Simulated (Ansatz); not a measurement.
Al(F)(GeH3)(Me) (CH6AlFGe), SMILES [CH3][Al]([F])[GeH3]. Atoms are numbered in the order given.

```xyz
10

Al     0.2826     0.4699    -0.8844
F      1.8958     0.3215    -1.3075
Ge    -0.3923    -0.7395     1.1574
H     -0.1452    -2.2580     1.0350
H      0.3938    -0.2603     2.3961
H     -1.8916    -0.5488     1.4714
C     -0.8364     1.5557    -2.0443
H     -1.8659     1.6642    -1.6697
H     -0.8879     1.1105    -3.0527
H     -0.4068     2.5642    -2.1669
```

Geometry optimised at PBE0-D3(BJ)/def2-SVP.

Two levels are set side by side: PBE-D3(BJ)/def2-SVP (Ansatz, a program for electronic structure) and PBE0-D3(BJ)/def2-SVP (Ansatz). Each level has its own optimised geometry; the coordinates shown are those of the second. Differences are taken from unrounded values.

```csv
quantity,PBE0-D3(BJ),PBE-D3(BJ),PBE-D3(BJ) minus PBE0-D3(BJ)
mean bond length (Å),1.558,1.569,0.010
bond Al1–F2 (Å),1.674,1.689,0.014
bond Al1–Ge3 (Å),2.467,2.477,0.009
bond Al1–C7 (Å),1.943,1.955,0.011
bond Ge3–H4 (Å),1.543,1.555,0.012
bond Ge3–H5 (Å),1.543,1.555,0.012
bond Ge3–H6 (Å),1.544,1.556,0.012
bond C7–H8 (Å),1.101,1.109,0.008
bond C7–H9 (Å),1.104,1.111,0.008
bond C7–H10 (Å),1.103,1.111,0.008
```

Exact exchange shortens and stiffens bonds; PBE has none. Differences between two approximate levels are no errors against the true value.
